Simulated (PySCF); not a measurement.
Does the structure fit the spectrum?

A compound C₄H₉PSi₂ gives the data below (simulated from a calculation) and was assigned the structure `C=C[Si@H](P)C#C[SiH3]`.

¹³C{¹H} NMR (computed): δ 160.1 (C), 155.1 (C), 128.8 (CH2), 127.6 (CH2).

¹H NMR (400 MHz, computed): δ 6.64 (br s, 1H), 6.59 (m, 1H), 5.73 (m, 1H), 5.67 (br s, 1H), 5.23 (m, 1H), 4.74 (m, 1H), 4.70 (m, 1H), 1.21 (m, 2H).

Equivalent nuclei averaged, gas phase, non-relativistic Hamiltonian, a single conformation. Shielding tensors at PBE0/pcSseg-1 (GIAO); geometry from GFN2-xTB; PySCF.

References, each an isolated molecule treated in the same way: ¹H (σref 31.72) and ¹³C (σref 186.93) against TMS.

Question: Compare with the shifts computed for the proposed structure, pairing carbons in order of shift.

Answer: Structure with atom numbers: `[CH2:1]=[CH:2][Si@H:3]([PH2:4])[C:5]#[C:6][SiH3:7]`. Each H is labelled by its parent atom.

```tsv
atom	computed for proposal	given list	difference
C1	147.4	160.1	-12.7
C2	140.3	155.1	-14.8
C5	120.1	128.8	-8.7
C6	114.4	127.6	-13.2
```

The rms difference is 12.5 ppm and the largest -14.8 ppm at C2 (alkene CH). The carbon types in order of shift don't match either: CH2, CH, C, C for the proposal against C, C, CH2, CH2 in the data. The proposal doesn't fit.

Question: Which isomer fits?

Answer: SMILES C1(=C)[SiH2][Si@@H](P)C1=C.

δC 160.1, 155.1: fully substituted alkene carbon; the olefinic region. δC 128.8, 127.6: terminal =CH2 carbon; the olefinic region. δH 6.64, 6.59, 5.73, 5.67: hydrogen on a terminal =CH2 carbon; olefinic region. δH 5.23: hydrogen on a silicon bonded to C, P, Si, in a 4-membered ring.

Other isomers checked: C#C[SiH2]/C=C\[SiH2]P (rms 22.6 ppm); C=CC#C[Si@H]([SiH3])P (rms 23.7 ppm).

The shifts were computed for this structure.

Splittings by ³¹P in the carbon and heteronuclear signals aren't shown, as no couplings were computed. Shifts are as computed. Against solution values, carbons near 30 ppm lie about +3 ppm off and those near 130 ppm about +5 ppm. Of 1211 compounds with measured shifts, 218 miss one by over three times the rms of a fit or turn the order of signals round; such compounds aren't used in these exercises. No couplings were computed; multiplicities are counted from neighbouring protons, with m where these are inequivalent, close in shift, in a saturated or five-membered ring or joined by F or P, and br s for small geminal =CH2 splittings.
